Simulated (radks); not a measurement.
The numbers below are computed, except where a source is named.
The gold ion Au3+, 76 electrons, occupied as [Xe] 4f14 5d8. Code: a radial shooting solver on a logarithmic mesh with Libxc functionals. Model: Dirac Kohn-Sham, PBE, spin-unpolarised, spherical densities, finite nucleus; open shells fill j = l - 1/2 first; Fermi nuclear charge, rms radius 5.4371 fm.

Unscreened Slater integrals over Kohn-Sham orbitals (cm^-1). Large and small components are both included.

integral          value
F0(5d5/2,5d5/2)  136240
F2(5d5/2,5d5/2)   71166
F4(5d5/2,5d5/2)   47305
F0(5d5/2,5d3/2)  138330
F2(5d5/2,5d3/2)   72211
G2(5d5/2,5d3/2)   72115
G4(5d5/2,5d3/2)   47958
F0(5d5/2,5p3/2)  153550
F2(5d5/2,5p3/2)   77023
G1(5d5/2,5p3/2)   93692
G3(5d5/2,5p3/2)   58097
F0(5d5/2,5p1/2)  157800
G3(5d5/2,5p1/2)   53230
F0(5d3/2,5d3/2)  140550
F2(5d3/2,5d3/2)   73432
F0(5d3/2,5p3/2)  156720
F2(5d3/2,5p3/2)   79633
G1(5d3/2,5p3/2)   98362
G3(5d3/2,5p3/2)   61004
F0(5d3/2,5p1/2)  161320
G1(5d3/2,5p1/2)   91311
F0(5p3/2,5p3/2)  180950
F2(5p3/2,5p3/2)   97601
F0(5p3/2,5p1/2)  188670
G2(5p3/2,5p1/2)   99038
F0(5p1/2,5p1/2)  197880
